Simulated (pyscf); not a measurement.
Single points on ωB97X-D3(BJ)/def2-SVP structures (PySCF, gas phase).

SMILES: CC([O][Al]([CH3])[CH3])C
```xyz
20

C     -0.2097     0.7503     2.1443
C     -0.6228     1.1183     0.7204
C      0.5863     1.4062    -0.1683
O     -1.4253     0.1081     0.1646
Al    -1.2564    -1.5080    -0.3665
C      0.4842    -2.4046    -0.3158
C     -2.8758    -2.3604    -1.0389
H      0.3465     1.5706     2.6257
H     -1.1005     0.5305     2.7528
H      0.4369    -0.1437     2.1381
H     -1.2398     2.0359     0.7690
H      0.2575     1.6494    -1.1908
H      1.1734     2.2552     0.2170
H      1.2492     0.5256    -0.2154
H      1.1108    -2.0769    -1.1652
H      0.3927    -3.5011    -0.3894
H      1.0532    -2.1731     0.6004
H     -3.1138    -3.2760    -0.4694
H     -3.7497    -1.6920    -0.9872
H     -2.7518    -2.6743    -2.0906
```
Charge 0, spin multiplicity 1.

### Question
What is the homolytic dissociation enthalpy (298 K, ωB97M-D3(BJ)/def2-TZVP) of the Al–O bond of `[CH3][CH]([CH3])[O][Al]([CH3])[CH3]`, to H₃C–CH(CH₃)–O• + [H₃C–Al–CH₃]•?

### Answer
Al–O to H₃C–CH(CH₃)–O• + [H₃C–Al–CH₃]•: 5.12 eV. The 7 functionals that were run give +4.67 (PBE) to +5.14 eV (M06-2X). The radicals are drawn with the spin at the cut bond; how far it spreads was not checked. H₃C–CH(CH₃)–O• lies 0.22 eV over its isomer H₃C–CH₂–CH•–OH, and others may lie lower still (electronic energy, ωB97M-D3(BJ)). Other isomers of [H₃C–Al–CH₃]• were not searched in full and may lie lower.
